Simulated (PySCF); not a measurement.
Run record: geometry optimisation, `[SiH3]O[SiH2][GeH3]`.

Method: PBE0-D3(BJ)/def2-SVP geometry optimisation, gas phase (PySCF 2.14.0). Start geometry: GFN2-xTB. A driver script takes a list of jobs; this job's settings line and coordinates (Å) are shown.

Command:
```bash
OMP_NUM_THREADS=1 python probes_run.py task.json out
```

Input:
```
{"job": {"xc": "PBE0", "basis": "def2-SVP", "d3": "d3bj", "grid": 1, "shake": 0.01, "kind": "geom"}, "charge": 0, "multiplicity": 1}
Si    -2.370190     0.428610     0.252190
O     -0.976440    -0.305920     0.058770
Si     0.415130    -1.068260     0.266350
Ge     2.220750     0.396360    -0.208540
H     -3.309310    -0.509150     0.855340
H     -2.158560     1.617200     1.106130
H     -2.783110     0.824500    -1.105020
H      0.410700    -2.201600    -0.646280
H      0.482960    -1.528080     1.682060
H      2.420540     1.525290     0.763940
H      2.158550     1.086640    -1.527640
H      3.528660    -0.293860    -0.212150
```

Output:
```
step   0  E = -2734.97777798  max force = 0.024972
step   1  E = -2734.98966569  max force = 0.005756
step   2  E = -2734.98994999  max force = 0.002258
step   3  E = -2734.99002429  max force = 0.000883
step   4  E = -2734.99004490  max force = 0.000966
step   5  E = -2734.99010532  max force = 0.001169
step   6  E = -2734.99019164  max force = 0.001616
step   7  E = -2734.99033611  max force = 0.002358
step   8  E = -2734.99040286  max force = 0.001816
step   9  E = -2734.99052785  max force = 0.001277
step  10  E = -2734.99056831  max force = 0.000794
step  11  E = -2734.99059171  max force = 0.000632
step  12  E = -2734.99060276  max force = 0.000629
step  13  E = -2734.99060895  max force = 0.000371
optimisation converged
```

Energies in Eh; «max force» is the largest Cartesian gradient component in Eh/bohr.

**Question.** How much energy does the optimisation release, in kcal/mol?

**Answer.** E(step 0) − E(last step) = 0.012831 Eh, which is 8.1 kcal/mol.

**Question.** Give the first gradient maximum in eV/Å.

**Answer.** With 1 Eh/bohr = 51.422 eV/Å, 1.284 eV/Å.

Summary of the converged run: final energy -2734.99061 Eh after 13 steps; dipole 0.44 D.

**Question.** Give the final coordinates.

**Answer.** 0.313 Å rms from the input after alignment:
```
atom  x, y, z in Å
Si1   -2.3049    0.5208    0.2353
O2    -1.0053   -0.3515   -0.3110
Si3    0.3971   -1.1294    0.1258
Ge4    2.2323    0.3646   -0.1441
H5    -3.2269   -0.3584    1.0157
H6    -1.8505    1.6418    1.1137
H7    -3.0244    1.0765   -0.9445
H8     0.5644   -2.3294   -0.7457
H9     0.3181   -1.5862    1.5504
H10    1.9994    1.6477    0.6770
H11    2.3966    0.7630   -1.6228
H12    3.5447   -0.2866    0.3349
```

**Question.** Estimate the wall time. Hardware: an Arm Neoverse V1 with one thread, shared host with 32 logical CPUs at a one-minute load of 17. And the peak memory of the process?

**Answer.** About 92 s, with 0.51 GiB resident at the peak, the Python interpreter and its libraries included.
Labels such as C1 count atoms from 1, the log's own numbers from 0.
